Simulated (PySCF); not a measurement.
Rh: excitation energy

Rh [Kr] 4d8 5s1 (4F) → Rh [Kr] 4d7 5s2 (4F), as a difference of total energies. Computed with PySCF 2.14 in x2c-TZVPPall with one added diffuse shell each of s, p, d, f type (9s7p7d3f1g, 95 functions), with the spin-free X2C one-electron Hamiltonian (Gaussian nucleus). Correlated levels: valence: [Kr] frozen; valence and next inner shell: [Ar] 3d10 frozen. The calculations carry no spin-orbit coupling.

```json
{"method": "UHF", "excitation energy (eV)": "1.303"}
{"method": "LDA", "excitation energy (eV)": "1.972"}
{"method": "PBE", "excitation energy (eV)": "1.996"}
{"method": "PBE0", "excitation energy (eV)": "1.929"}
{"method": "r2SCAN", "excitation energy (eV)": "1.972"}
{"method": "BLYP", "excitation energy (eV)": "1.812"}
{"method": "PW91", "excitation energy (eV)": "2.016"}
{"method": "r2SCAN0", "excitation energy (eV)": "1.876"}
{"method": "wB97X", "excitation energy (eV)": "1.509"}
{"method": "MP2 (valence)", "excitation energy (eV)": "1.785"}
{"method": "SCS-MP2 (valence)", "excitation energy (eV)": "1.709"}
{"method": "MP2 (valence and next inner shell)", "excitation energy (eV)": "1.723"}
{"method": "SCS-MP2 (valence and next inner shell)", "excitation energy (eV)": "1.568"}
```

Q: How much does correlation contribute at MP2 (valence and next inner shell)?

A: 1.723 − (1.303) = 0.420 eV, measured against UHF.

A first-order spin-orbit estimate (lowest level to lowest level, LS coupling) adds -0.021 eV.
